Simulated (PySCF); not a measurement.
C6H7ClNO (doublet state).
Structure used (GFN2-xTB), in Å, numbered top down from 1:
```xyz
16
C6H7ClNO angstrom
C      0.722   -2.310    0.126
C      0.454   -0.985    0.041
C     -0.809   -0.442    0.374
C     -1.191    0.888    0.192
C     -2.427    1.350    0.522
Cl    -2.886    2.975    0.285
C      1.562   -0.090   -0.451
N      1.889    0.904    0.412
O      2.133   -0.252   -1.504
H      1.683   -2.699   -0.161
H     -0.020   -3.013    0.465
H     -1.549   -1.131    0.758
H     -0.481    1.579   -0.242
H     -3.193    0.723    0.951
H      1.449    0.996    1.310
H      2.656    1.514    0.179
```

The hyperfine couplings belong to this conformer and change with its torsions.

The species is `C=C([CH]/C=C/Cl)C(N)=O` [radical].

Computed, not measured: UKS B3LYP, pcH-1 on C Cl H N O, non-relativistic, mean-field spin-orbit, GIAO (PySCF 2.14.0). Isolated species at its GFN2-xTB geometry (one conformer only). Couplings are sensitive to structure, and on GFN2-xTB geometries they can be far from those on DFT ones. The frame is twisted about the C2–C7 bond at this geometry (dihedral C1–C2–C7–O9 = 55°); couplings at other torsion angles weren't computed. No stability test was run, so a lower SCF solution isn't excluded. ⟨S²⟩ is 0.793 where a pure state has 0.75.

**Question.** Predict the first-order ENDOR lines of H14, H12, H10, H13 and H16 under fast tumbling at B = 334.8 mT (X band).

**Answer.** For S = 1/2 in fast tumbling each set of equivalent nuclei gives two lines, ν± = |νn ± a/2| to first order, with νn = g_N μN B/h and μN/h = 7.62259 MHz/T.

```json
{"nuclei": "H14", "isotope": "1H", "g_N": "5.5857", "νn (MHz)": "14.25", "a_iso (MHz)": "-32.19", "lower line (MHz)": "1.84", "upper line (MHz)": "30.35"}
{"nuclei": "H12", "isotope": "1H", "g_N": "5.5857", "νn (MHz)": "14.25", "a_iso (MHz)": "-31.23", "lower line (MHz)": "1.36", "upper line (MHz)": "29.87"}
{"nuclei": "H10", "isotope": "1H", "g_N": "5.5857", "νn (MHz)": "14.25", "a_iso (MHz)": "-30.24", "lower line (MHz)": "0.87", "upper line (MHz)": "29.38"}
{"nuclei": "H13", "isotope": "1H", "g_N": "5.5857", "νn (MHz)": "14.25", "a_iso (MHz)": "11.41", "lower line (MHz)": "8.55", "upper line (MHz)": "19.96"}
{"nuclei": "H16", "isotope": "1H", "g_N": "5.5857", "νn (MHz)": "14.25", "a_iso (MHz)": "-0.85", "lower line (MHz)": "13.83", "upper line (MHz)": "14.68"}
```

**Question.** Which pairs are centred on the nuclear Larmor frequency, and which on half the coupling?

**Answer.** Centred on νn, since |a| < 2νn: H13 and H16. Centred on |a|/2 and split by 2νn: H14, H12 and H10.

**Question.** At what field would the lower line of H13 fall to zero frequency?

**Answer.** Where νn = |a|/2, that is B = 5.71 MHz/(5.5857 × 7.62259 MHz/T) = 134 mT, as far as first order holds there.

Couplings of abundant isotopes left out: H11 (-28.3 MHz) and Cl6 (3.3 MHz).

H15 and H16 aren't averaged: N8 is flat or nearly so (angle sum 360°), and its turn about the short N8–C7 bond (1.36 Å) is taken as slow.
